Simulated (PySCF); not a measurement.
# Spectroscopy problems

In vacuum, no relativistic terms, averaged over atoms made equivalent by symmetry, fast rotation or ring inversion, single conformer. PBE0/pcSseg-1 with gauge-including orbitals; structure optimised with GFN2-xTB; PySCF.

Shifts are taken against calculated references (same method and geometry level): TMS for 1H and 13C. Where no couplings were computed, multiplicities follow the n + 1 count of equivalent neighbours, and m marks all less simple cases (inequivalent or close neighbours, rings, F or P nearby). Shifts are as computed. Against solution values, carbons near 30 ppm lie about +3 ppm off and those near 130 ppm about +5 ppm. Of 1211 compounds with measured shifts, 218 miss one by over three times the rms of a fit or turn the order of signals round; such compounds aren't used in these exercises.

Task: C$_{5}$H$_{5}$Cl$_{2}$NSi. 1H NMR (600 MHz, computed): δ 6.07 (m, 1H), 5.64 (m, 1H), 5.22 (m, 1H), 3.01 (m, 2H). 13C{1H} NMR (computed): δ 223.1 (C), 120.5 (C), 94.0 (CH), 86.6 (CH), 18.3 (CH2). What is it?

Result: `N#CCC=C=C[SiH](Cl)Cl`. Rings plus π bonds: 4 (no ring in the answer). 5 carbon signals for 5 carbons: no two carbons are equivalent. Carbon types of the structure: 2 × C, 2 × CH, 1 × CH2, leaving 1 H on heteroatoms. δC 223.1: central carbon of an allene; the central sp carbon of an allene is among the most deshielded carbons of hydrocarbons. δC 120.5: nitrile carbon; C≡N carbons fall here, among the sp2 signals but without a proton. δC 94.0, 86.6: terminal carbon of a cumulated C=C=C unit. δC 18.3: allylic sp3 CH2; aliphatic region, no heteroatom directly attached.

The shifts were computed for this structure.

Task: C$_{6}$H$_{4}$N$_{2}$. 1H NMR (600 MHz, computed): δ 4.25 (s, 1H), 2.16 (s, 3H). 13C{1H} NMR (computed): δ 114.7 (C), 93.0 (C), 69.3 (C), 13.4 (CH), 4.4 (CH3). What is it?

Result: `CC#CC(C#N)C#N`. The formula gives 6 degrees of unsaturation (no ring in the answer). 5 carbon signals for 6 carbons: some carbons are equivalent by symmetry or fast rotation. Carbon types of the structure: 4 × C, 1 × CH, 1 × CH3, which accounts for all hydrogens. δC 114.7: nitrile carbon; this is the usual window of a C≡N carbon, which has no attached hydrogen. δC 93.0, 69.3: alkyne carbon; the triple bond shields along its axis, which puts it between sp3 and sp2 carbons. δC 13.4: sp3 CH α to a nitrile; a saturated carbon with 3 carbon neighbours and no heteroatom attached. δC 4.4: propargylic methyl carbon; saturated and bonded to C and H only.

The shifts were computed for this structure.
